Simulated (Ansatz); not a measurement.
Species: CoI$_{2}$, net charge 0, quartet state. The spin state was set by rule; other spins were not relaxed. 
Geometry from a B3LYP-D3(BJ)/def2-TZVP (Ansatz, a quantum-chemistry and plane-wave program) optimisation:
```
Co
I 1 2.4310
I 1 2.4310 2 180.00
```
Charge 0, spin multiplicity 4.

Total electronic energies in hartree. Valence correlation only, unless marked. UHF or UKS for open shells. No spin-orbit coupling. Frozen are the shells of the preceding noble gas and the d and f shells that filled before the atom's block. Past Kr the def2 sets carry scalar-relativistic core potentials. STO-3G rows are all-electron and non-relativistic. CBS(X,Y): correlation extrapolated as X^-3; Hartree-Fock from the larger set. The bracket is a focal-point correction in the basis named. The program attaches cautions to a run behind HF/STO-3G: large difference. The program attaches cautions to a run behind SCS-MP2/STO-3G: large difference.

```tsv
level	program	energy (Eh)
HF/STO-3G	Ansatz	-15067.97121
BLYP/def2-TZVPD	Ansatz	[?]
PBE0-D4/def2-TZVP	Ansatz + dftd4	-1978.10137
HSE06-D3(BJ)/def2-TZVPD	Ansatz + dftd3	[?]
wB97M-V/def2-TZVPD	Ansatz	[?]
B2PLYP-D4/def2-TZVPD	Ansatz + dftd4	-1977.45409
RI-MP2/def2-QZVPPD	Ansatz	-1975.48240
SCS-MP2/STO-3G	Ansatz	-15068.00057
RI-MP2/CBS(def2-TZVPP,def2-QZVPP)+[CCSD(T)-MP2]/def2-TZVPP	Ansatz	-1975.5788
```

Task: Fill in the missing entries.

Result: 
- BLYP/def2-TZVPD, energy (Eh): -1978.27883
- HSE06-D3(BJ)/def2-TZVPD, energy (Eh): -1978.09453
- wB97M-V/def2-TZVPD, energy (Eh): -1978.18798
